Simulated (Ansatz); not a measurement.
```yaml
crystal:
  periodic: [false, false, false]
  atoms:
    - {symbol: C, position_ang: [2.042113, -1.703162, -0.242863]}
    - {symbol: O, position_ang: [0.846736, -1.584624, 0.486726]}
    - {symbol: C, position_ang: [0.081875, -0.489170, 0.272266]}
    - {symbol: C, position_ang: [0.401529, 0.526755, -0.622063]}
    - {symbol: C, position_ang: [-0.458866, 1.609215, -0.763123]}
    - {symbol: C, position_ang: [-1.627460, 1.690799, -0.027714]}
    - {symbol: C, position_ang: [-1.938506, 0.670114, 0.863887]}
    - {symbol: C, position_ang: [-1.094529, -0.412051, 1.015928]}
    - {symbol: H, position_ang: [2.500270, -2.639118, 0.072548]}
    - {symbol: H, position_ang: [2.728594, -0.876664, -0.028100]}
    - {symbol: H, position_ang: [1.853415, -1.740868, -1.321500]}
    - {symbol: H, position_ang: [1.309320, 0.486757, -1.208924]}
    - {symbol: H, position_ang: [-0.202088, 2.396937, -1.462599]}
    - {symbol: H, position_ang: [-2.291431, 2.538559, -0.144807]}
    - {symbol: H, position_ang: [-2.850656, 0.718591, 1.447963]}
    - {symbol: H, position_ang: [-1.323317, -1.214872, 1.706574]}
basis:
  gaussian: {orbitals: def2-SVPD}
hamiltonian: {xc: {name: wPBEh}}
```

```sh
$ ansatz run in.yaml --threads 2 --pin off --events-out ev --progress --plain --max-ram 32768MiB --backend cpu
```

Shortened log:

```
Functional definition: wPBEh
1880 factors; their error is unknown
216 factors; integrals over basis functions are off by at most 2.6e-7 eV
mean field evaluation 1: about -9410.9441 eV, gradient 5.8e1 eV
mean field evaluation 2: about -9408.3154 eV, gradient 6.7e1 eV
mean field evaluation 4: about -9419.5558 eV, gradient 4.3e0 eV
mean field evaluation 8: about -9419.5484 eV, gradient 4.3e-1 eV
mean field evaluation 16: about -9419.5488 eV, gradient 4.6e-5 eV
mean field -9419.54879581 eV, -346.1620334466 hartree, gradient 4.6e-5 eV, S^2 0.000000; 0 other end points of the search recorded, 0 dependent functions left out
reference -9419.54884379 eV, -346.1620352099 hartree; 29, 29 occupied and 198, 198 virtual orbitals, 1880 factors
Total energy: -9419.54884379 eV, -346.1620352099 hartree
```

It took 7 s on 2 threads of an AMD EPYC 7R13 on a shared host, with 0.67 GiB of host memory at the peak.
